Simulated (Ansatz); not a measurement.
Ansatz (a first-principles code) input (PBE0/def2-TZVPD):

Ansatz 0.2 input:
```yaml
crystal:
  periodic: [false, false, false]
  atoms:
    - {symbol: Si, position_ang: [-2.12505273, 0.32583223, -0.15546258]}
    - {symbol: C, position_ang: [-0.31401415, 0.14233974, 0.14033291]}
    - {symbol: N, position_ang: [0.27929611, 0.63975734, 1.20385395]}
    - {symbol: C, position_ang: [1.66224697, 0.41587831, 1.28451197]}
    - {symbol: C, position_ang: [2.07173597, -0.29850179, 0.18477272]}
    - {symbol: S, position_ang: [0.76631306, -0.69406843, -0.94356415]}
    - {symbol: H, position_ang: [-2.95009109, -0.28060925, 0.92746554]}
    - {symbol: H, position_ang: [-2.54882923, -0.32481336, -1.42717144]}
    - {symbol: H, position_ang: [-2.55291887, 1.75070236, -0.24416758]}
    - {symbol: H, position_ang: [3.06668286, -0.63843503, -0.06730712]}
basis:
  gaussian:
    orbitals: def2-TZVPD
hamiltonian:
  xc: {name: PBE0}
total_charge: -1
output: {forces: true}
```

Output:

```
Functional definition: PBE0
integrals: 0.27 GiB planned
1516 factors; their error is unknown
0.47 GiB of the device are held for the grids
1.71 GiB of device memory are held for the factors and their scratch space
mean field: 1.76 GiB planned
mean field evaluation 1: about -23360.1735 eV, gradient 5.3e1 eV
mean field evaluation 2: about -23267.1610 eV, gradient 1.7e2 eV
mean field evaluation 4: about -23366.9806 eV, gradient 1.6e1 eV
mean field evaluation 8: about -23367.5407 eV, gradient 1.5e-1 eV
mean field evaluation 16: about -23367.5792 eV, gradient 6.3e-3 eV
mean field -23367.57917434 eV, -858.7426955429 hartree, gradient 4.6e-5 eV, S^2 0.000000; 0 other end points of the search recorded, 0 dependent functions left out
the calculation of the forces begins
reference -23367.57922605 eV, -858.7426974433 hartree; 30, 30 occupied and 243, 243 virtual orbitals, 1516 factors
Total energy: -23367.57922605 eV, -858.7426974433 hartree
Atom 0 at    -2.125053     0.325832    -0.155463 Å, force     0.035543    -0.006126     0.001427 eV/Å
Atom 1 at    -0.314014     0.142340     0.140333 Å, force     0.368225    -0.064813     0.012456 eV/Å
Atom 2 at     0.279296     0.639757     1.203854 Å, force     0.138988    -0.128126    -0.175021 eV/Å
Atom 3 at     1.662247     0.415878     1.284512 Å, force    -0.262151    -0.043019    -0.163451 eV/Å
Atom 4 at     2.071736    -0.298502     0.184773 Å, force    -0.324723     0.000720    -0.108829 eV/Å
Atom 5 at     0.766313    -0.694068    -0.943564 Å, force     0.050607     0.257204     0.463082 eV/Å
Atom 6 at    -2.950091    -0.280609     0.927466 Å, force    -0.031337    -0.035019     0.058541 eV/Å
Atom 7 at    -2.548829    -0.324813    -1.427171 Å, force    -0.015647    -0.035699    -0.067198 eV/Å
Atom 8 at    -2.552919     1.750702    -0.244168 Å, force    -0.009969     0.074269    -0.004495 eV/Å
Atom 9 at     3.066683    -0.638435    -0.067307 Å, force     0.050463    -0.019391    -0.016513 eV/Å
Dipole moment:    -0.765607    -0.368787    -0.898916 e Å
```

It need not be the lowest isomer of its formula. Whether it binds its extra electron was not tested at this geometry.
